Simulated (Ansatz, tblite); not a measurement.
Spin states of Pt2Au (the lowest doublet isomer of a short search), each relaxed with PBE0-D4/def2-TZVP in Ansatz. Electronic energies in the gas phase.

In the def2 sets Au, Pt take a core potential; there is no spin–orbit coupling. The xTB rows come from tblite. HSE06 is defined as in plane-wave codes, on full-range PBE exchange. Correlated methods freeze no core orbitals; core or outer-core shells of Pt, Au are correlated, in sets that lack core-valence functions. In CCSD on the charge 0 doublet the largest single amplitude is 0.20, so its Hartree–Fock determinant may place the open shell otherwise than the density functionals do. The structure comes from a short search, and lower isomers may exist.

Doublet geometry (C2v within 0.1 Å):

```xyz
3

Pt   -1.286    0.670    0.148
Pt    0.230   -1.193    0.805
Au    1.056    0.523   -0.954
```

Quartet geometry (Cs within 0.1 Å):

```xyz
3

Pt   -0.2795   -0.7209   -1.1498
Pt    0.7838   -0.7681    0.9877
Au   -0.5043    1.4889    0.1621
```

⟨S²⟩: doublet 0.78 at PBE0-D4/def2-TZVP (pure 0.75), quartet 3.78 at PBE0-D4/def2-TZVP (pure 3.75).

Run but left out: HF/def2-TZVP, MP2/def2-TZVP (doublet: ⟨S²⟩ 1.08, where a pure state has 0.75).

Only these spin states were relaxed. Higher spins weren't run and may lie lower.

Second-order perturbation terms are unreliable where d shells bring near-degenerate states, and here PBE-QIDH/def2-TZVP lies more than 0.4 eV from the median of the functionals without such a term.

Estimate which spin state lies lowest at each of these levels, and by how much: GFN1-xTB; GFN2-xTB; PBE-D4/def2-TZVP; BLYP-D4/def2-TZVP; r2SCAN-D4/def2-TZVP; r2SCANh-D4/def2-TZVP; PBE0-D4/def2-TZVP; HSE06-D4/def2-TZVP; PBE-QIDH/def2-TZVP; RPA@PBE/def2-TZVP; CCSD/def2-TZVP; CCSD(T)/def2-TZVP.


| level | quartet − doublet (kJ/mol) | lowest of these | remarks |
| --- | --- | --- | --- |
| GFN1-xTB | 89.5 | doublet | – |
| GFN2-xTB | 131.7 | doublet | – |
| PBE-D4/def2-TZVP | 46.4 | doublet | – |
| BLYP-D4/def2-TZVP | 46.6 | doublet | – |
| r2SCAN-D4/def2-TZVP | 29.9 | doublet | – |
| r2SCANh-D4/def2-TZVP | 38.1 | doublet | – |
| PBE0-D4/def2-TZVP | 63.7 | doublet | – |
| HSE06-D4/def2-TZVP | 62.5 | doublet | – |
| PBE-QIDH/def2-TZVP | 101.1 | doublet | spin-contaminated (⟨S²⟩ 0.89) (doublet) |
| RPA@PBE/def2-TZVP | 42.8 | doublet | – |
| CCSD/def2-TZVP | 83.0 | doublet | spin-contaminated (⟨S²⟩ 1.08) (doublet), spin-contaminated (⟨S²⟩ 3.88) (quartet) |
| CCSD(T)/def2-TZVP | 85.9 | doublet | spin-contaminated (⟨S²⟩ 1.08) (doublet), spin-contaminated (⟨S²⟩ 3.88) (quartet) |

Change of the quartet − doublet gap on mixing in exact exchange, in kJ/mol: PBE to PBE0 (25 % exact exchange) 17.3; r2SCAN to r2SCANh (10 % exact exchange) 8.2. The xTB methods have no spin-polarisation term.
